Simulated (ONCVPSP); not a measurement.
# An all-electron radial function and its pseudo partner (oxygen)

Columns: radius, all-electron u(r) and pseudo u(r) of the 2p shell (level -9.24 eV) of oxygen in the configuration [He] 2s1.5 2p4.5; PBE, scalar-relativistic, ONCV scheme, ONCVPSP 4.0.1.

```csv
r (bohr),all-electron,pseudo
0.070,0.0568,0.0216
0.140,0.1755,0.0840
0.210,0.3101,0.1798
0.280,0.4383,0.2987
0.350,0.5503,0.4282
0.420,0.6427,0.5561
0.490,0.7158,0.6716
0.560,0.7708,0.7668
0.630,0.8092,0.8369
0.700,0.8332,0.8807
0.770,0.8450,0.9000
0.840,0.8468,0.8988
0.910,0.8406,0.8828
0.980,0.8281,0.8576
1.050,0.8107,0.8282
1.120,0.7896,0.7981
1.190,0.7659,0.7689
1.260,0.7403,0.7409
1.330,0.7134,0.7135
1.400,0.6858,0.6858
1.470,0.6579,0.6579
1.540,0.6300,0.6300
1.610,0.6024,0.6024
1.680,0.5752,0.5752
1.750,0.5486,0.5486
1.820,0.5228,0.5228
```

Question: How many radial nodes do the two functions have?

Answer: The all-electron 2p function has n − l − 1 = 0; the pseudo-wave has 0.

Question: At about which radius was the pseudo-wave matched?

Answer: 1.40 bohr, where the columns begin to agree (steps of 0.07 bohr).

Question: Is the pseudo-wave norm-conserving?

Answer: Yes: the ONCV scheme keeps the norm inside the radius equal to the all-electron one, which fixes the energy derivative of the logarithmic derivative at the level.
